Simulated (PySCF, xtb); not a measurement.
TiIH₃, SMILES [TiH3][I], multiplicity 1.

Harmonic wavenumbers (cm⁻¹) from GFN2-xTB (xtb) at its own minimum, in rising order: 245, 490, 490, 584, 728, 728, 1368, 1368, 1398.

Question: What does PBE0-D3(BJ)/def2-TZVP (PySCF 2.14.0) give at its own minimum? (Estimate from the structure and the level; the computed values follow.)

Answer: 272, 302, 302, 548, 562, 562, 1763, 1763, 1799. Paired by order, the mean absolute difference is 218 cm⁻¹ and the zero-point energies are 10.6 and 11.3 kcal/mol.
